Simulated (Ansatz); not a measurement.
Born–Oppenheimer molecular dynamics of Cl4H2SZr (8 atoms, charge 0, multiplicity 1). It starts at the highest image of a converged band, a first-order saddle point between two minima.

All numbers below come from RHF/def2-SVP in Ansatz.

```json
{
  "ensemble": "NVE (velocity Verlet)",
  "time step": "0.5 fs",
  "steps asked": "184",
  "starting velocities drawn for": "300 K",
  "seed": "10820"
}
```

First frame:

```xyz
8
Properties=species:S:1:pos:R:3
Zr -0.460 0.072 -0.204
Cl -0.200 0.552 2.489
Cl 1.804 -0.606 -0.071
Cl -0.605 2.261 -1.009
Cl -1.115 -1.380 -1.942
S -2.801 -0.289 1.034
H -2.797 -1.625 1.094
H -1.586 0.142 2.229
```

(1) How far do the bonds stretch over the last three quarters of this one trajectory? (Pairs bonded in most of those frames.)

Answers

(1) 
```csv
bond,mean (Å),spread (Å),shortest,longest
Zr1–Cl2,3.035,0.171,2.80,3.36
Zr1–Cl3,2.429,0.064,2.31,2.51
Zr1–Cl4,2.336,0.022,2.31,2.38
Zr1–Cl5,2.355,0.034,2.29,2.40
Zr1–S6,2.527,0.080,2.44,2.67
Cl2–H8,1.293,0.050,1.22,1.40
S6–H7,1.342,0.028,1.30,1.38
```

Mean temperature of the second half: 584 K. The conserved energy stayed within 0.14 meV per atom of its start (net change -0.0021 meV per atom), so the integration is sound. The kinetic energy rose, since the run started high on the potential surface and went downhill. A run of 0.092 ps of so small a system gives no equilibrium averages. The orbitals stay closed-shell, which can raise the energy where a bond breaks towards radicals; this wasn't checked here.

Run time: 6.8 min on 2 threads of Intel(R) Xeon(R) 6975P-C (Granite Rapids), with other jobs on the host, peak memory 0.39 GiB.
